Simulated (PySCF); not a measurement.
AgI, SMILES [Ag][I], multiplicity 1. Geometry: PBE0-D3(BJ)/def2-TZVP. The spin state was assumed, not searched. The def2 effective core potentials stand for the cores of Ag, I; spin–orbit coupling is left out.

### Question
Give the equilibrium geometry at PBE0-D3(BJ)/def2-TZVP (PySCF confirms it by a frequency run) as a Z-matrix, and its point group. (The exact figures need the calculation; the answer reports its results.)

### Answer
point group C∞v.
```
Ag
I 1 2.5651
```
